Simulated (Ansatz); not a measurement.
Rb₄. Total charge 0; singlet. Geometry r2SCAN/def2-TZVP, that of the charge +1 doublet.

Cartesian coordinates in Å:
```
Rb 1.701 0.529 -1.458
Rb -2.812 -0.707 -3.462
Rb 2.826 0.701 3.452
Rb -1.715 -0.523 1.468
```

In the def2 sets Rb takes a core potential; there is no spin–orbit coupling. A triplet lies near this restricted singlet, and broken spin symmetry wasn't tried. The structure comes from a short search, and lower isomers may exist.

Task: Estimate the orbital energies around the gap (eV) in Ansatz with PBE/def2-TZVP, r2SCAN/def2-TZVP, PBE0/def2-TZVP.

Result: 
```
orbital  PBE/def2-TZVP  r2SCAN/def2-TZVP  PBE0/def2-TZVP
 HOMO−5         -15.44            -16.04          -17.14
 HOMO−4         -15.44            -16.04          -17.14
 HOMO−3         -15.41            -16.01          -17.11
 HOMO−2         -15.41            -16.01          -17.11
 HOMO−1          -2.84             -2.78           -3.23
   HOMO          -2.14             -2.10           -2.42
   LUMO          -1.87             -1.65           -1.45
 LUMO+1          -1.50             -1.32           -1.13
 LUMO+2          -1.14             -1.08           -0.79
 LUMO+3          -0.94             -0.88           -0.60
 LUMO+4          -0.77             -0.59           -0.40
 LUMO+5          -0.71             -0.57           -0.36
```
